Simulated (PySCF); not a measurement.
Nb(O)(OH)(Me)2 (C₂H₇NbO₂), SMILES [CH3][Nb]([CH3])(=[O])[OH], multiplicity 1. Heavy atoms are numbered as in [Nb:1](=[O:2])([OH:3])([CH3:5])[CH3:9]. Hydrogens are named by the atom that carries them.

Geometry optimised at B3LYP-D3(BJ)/def2-SVP. The multiplicity is an assumed one; other spin states were not compared. The def2 effective core potentials stand for the cores of Nb; spin–orbit coupling is left out. The values are those of a single conformer.

Level of theory: PySCF with M06-2X/def2-TZVP.

ESP charges are fitted to the potential on shells at 1.4 to 2.0 van der Waals radii. Atomic charges (e), one atom of each kind:

```tsv
atom	Mulliken	ESP fit	Löwdin
Nb1	1.45	1.47	(withheld)
O2	-0.58	-0.61	(withheld)
O3 (OH)	-0.78	-0.80	-0.33
H on O3	0.36	0.46	0.18
C5 (CH3)	-0.74	-0.81	(withheld)
H on C5	0.17	0.18	0.13
```

Problem. Complete the blanks. (An estimate is asked for; the answer gives what the named calculation found.)

Solution. 
- Nb1, Löwdin: 0.76
- O2, Löwdin: -0.31
- C5 (CH3), Löwdin: -0.54
